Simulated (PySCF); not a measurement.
## Sulfur: a sound run and one with changed settings

Sound run: S²⁺ [Ne] 3s2 3p2, S³⁺ [Ne] 3s2 3p1. All numbers are calculated (PySCF 2.14, the non-relativistic Hamiltonian (point nucleus), in cc-pV(D+d)Z (4s3p2d, 23 functions)). The sound run starts from symmetry-adapted Hartree-Fock orbitals and uses a fine grid where one is needed.

Changed run: 6 angular points. This setting is unsound on purpose.

```tsv
species	method	sound run (hartree)	changed run (hartree)	converged
S²⁺	UHF	-396.32304	-396.32304	yes
S²⁺	M06-L	-396.85733	-396.82389	no
S²⁺	M06-2X	-396.85031	-396.85022	yes
S³⁺	UHF	-395.06882	-395.06882	yes
S³⁺	M06-L	-395.58288	-395.56492	no
S³⁺	M06-2X	-395.57752	-395.57492	yes
```

Ionisation energy of S²⁺:

```tsv
method	sound run (eV)	changed run (eV)
UHF	34.129	34.129
M06-2X	34.634	34.703
```

A coarse angular grid integrates products of high-l functions wrongly, so density functionals can shift, and the SCF can exploit the error; Hartree-Fock and MP2 need no grid.

For comparison, NIST gives 34.86 ± 0.04 eV between the lowest levels.
